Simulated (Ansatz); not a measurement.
Consider the formal exchange of groups at the Si–Si bond: `[SiH3][SiH]1C=N1` + `CC(F)C=N` → `N=C[SiH]1C=N1` + `CC(F)[SiH3]`.

Gas-phase electronic energies from Ansatz, PBE0-D4/def2-TZVP geometries. CCSD(T)/CBS is the MP2 limit (def2-TZVPP, def2-QZVPP) plus CCSD(T) − MP2 in def2-TZVPP, frozen cores. Functionals use def2-TZVPP. Each species was taken in one conformer, which may not be the lowest.

`[SiH3][SiH]1C=N1`:

```xyz
9

Si    1.151    0.409    1.059
Si   -0.395    0.390   -0.673
C    -1.284   -1.101   -1.122
N    -2.004   -0.393   -0.358
H     2.531    0.484    0.509
H     0.935    1.579    1.951
H     0.991   -0.848    1.835
H    -0.426    1.541   -1.607
H    -1.499   -2.061   -1.595
```

`CC(F)C=N`:

```xyz
11

C    -0.301    1.226    0.524
C    -0.260    0.106   -0.490
F     0.692    0.392   -1.453
C     0.052   -1.222    0.142
N     1.036   -1.963   -0.112
H    -1.060    1.021    1.282
H     0.667    1.322    1.019
H    -0.546    2.170    0.035
H    -1.225    0.027   -1.008
H    -0.669   -1.544    0.901
H     1.615   -1.535   -0.839
```

`N=C[SiH]1C=N1`:

Cartesian coordinates in Å:
```
N 0.368 -2.109 -0.661
C -0.205 -0.975 -0.642
Si 0.538 0.365 0.418
C -0.431 1.771 0.932
N 0.255 2.068 -0.097
H -0.118 -2.772 -1.268
H -1.115 -0.750 -1.217
H 1.829 0.008 1.031
H -1.122 2.393 1.504
```

`CC(F)[SiH3]`:

```xyz
11

C    -0.456   -0.134   -1.339
C     0.406    0.484   -0.265
F     0.110    1.851   -0.174
Si    0.169   -0.277    1.461
H    -1.515   -0.070   -1.081
H    -0.302    0.375   -2.294
H    -0.198   -1.189   -1.469
H     1.463    0.415   -0.552
H     0.561   -1.712    1.408
H    -1.260   -0.171    1.854
H     1.021    0.429    2.451
```

```csv
level,ΔE (kJ/mol)
PBE0-D4,34.8
B2PLYP,24.0
r2SCAN,30.1
SCS-MP2/def2-TZVPP,23.5
```

Problem. What does CCSD(T)/CBS give? (Estimate.)

Solution. Ansatz gave: +26.6 kJ/mol. The listed levels differ from it by 8.2, -2.6, 3.5, -3.1 kJ/mol.

Largest T1 diagnostic among the species: 0.017.
